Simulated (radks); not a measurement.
Question: The mean radii <r> (bohr) of the occupied orbitals of an atom or ion are listed with their occupations. Method: scalar-relativistic Kohn-Sham, B86b exchange with PBE correlation, spin-polarised, spherical densities, point nucleus; computed with a radial shooting solver on a logarithmic mesh with Libxc functionals.

| orbital | occ. | <r> |
|---|---|---|
| 1s up | 1 | 0.02190 |
| 1s down | 1 | 0.02190 |
| 2s up | 1 | 0.09327 |
| 2s down | 1 | 0.09327 |
| 2p up | 3 | 0.08236 |
| 2p down | 3 | 0.08236 |
| 3s up | 1 | 0.2445 |
| 3s down | 1 | 0.2442 |
| 3p up | 3 | 0.2431 |
| 3p down | 3 | 0.2428 |
| 3d up | 5 | 0.2213 |
| 3d down | 5 | 0.2210 |
| 4s up | 1 | 0.5529 |
| 4s down | 1 | 0.5529 |
| 4p up | 3 | 0.5852 |
| 4p down | 3 | 0.5853 |
| 4d up | 5 | 0.6359 |
| 4d down | 5 | 0.6368 |
| 5s up | 1 | 1.326 |
| 5s down | 1 | 1.345 |
| 5p up | 3 | 1.550 |
| 5p down | 3 | 1.577 |
| 4f up | 7 | 0.8534 |
| 6s up | 1 | 3.590 |
| 5d up | 1 | 2.517 |

Name the element and its charge. Open shells, if any, are filled with parallel spins first.

Answer: Z = 64, gadolinium, charge +1: Gd+ in [Xe] 4f7 5d1 6s1. The 1s radius gives Z: for a bare nucleus <r> = (2 gamma + 1)/(2Z) with gamma = sqrt(1 - (Z/c)^2), 0.02163 bohr for Z = 64, and screening makes it slightly larger (0.02190 here). The occupations add up to 63, and the charge is Z minus that.
